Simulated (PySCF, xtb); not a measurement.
Potential energy curve for MgCl, doublet.

UHF/STO-3G = PySCF with unrestricted Hartree-Fock/STO-3G; GFN1-xTB (xtb); UKS-LDA (SVWN5) = unrestricted LDA (SVWN5)/cc-pVDZ in PySCF; UKS-B3LYP/6-31G* = unrestricted B3LYP/6-31G*, spherical d run with PySCF 2.14.0.

Energies are in kJ/mol, each relative to the lowest point of its own curve near equilibrium.

| R / Å | UHF/STO-3G | GFN1-xTB | UKS-LDA (SVWN5) | UKS-B3LYP/6-31G* |
|---|---|---|---|---|
| 1.77 | 218.5 | 232.2 | 204.4 | 221.8 |
| 1.90 | 81.1 | 89.3 | 83.9 | 93.5 |
| 2.00 | 27.1 | 37.0 | 33.9 | 39.5 |
| 2.07 | 7.9 | 17.1 | 14.1 | 17.5 |
| 2.14 | 0.0 | 6.0 | 3.5 | 5.1 |
| 2.21 | 0.9 | 0.9 | 0.0 | 0.0 |
| 2.28 | 8.5 | 0.0 | 1.8 | 0.4 |
| 2.37 | 25.6 | 2.9 | 9.8 | 6.8 |
| 2.44 | 43.0 | 7.4 | 19.2 | 15.0 |
| 2.54 | 71.8 | 16.2 | 35.8 | 30.1 |
| 2.75 | 139.8 | 39.8 | 76.4 | 68.2 |
| 3.02 | 225.7 | 74.0 | 129.1 | 118.3 |
| 3.32 | 305.4 | 108.6 | 178.7 | 165.1 |

At the longest distance, 3.32 Å, UHF/STO-3G lies highest above its minimum (305.4 kJ/mol) and GFN1-xTB lowest (108.6 kJ/mol).

The scan ran from 1.77 to 8.85 Å; beyond the distances shown one of the unrestricted levels run for this scan, shown here or not, changes its spin distribution in one step.
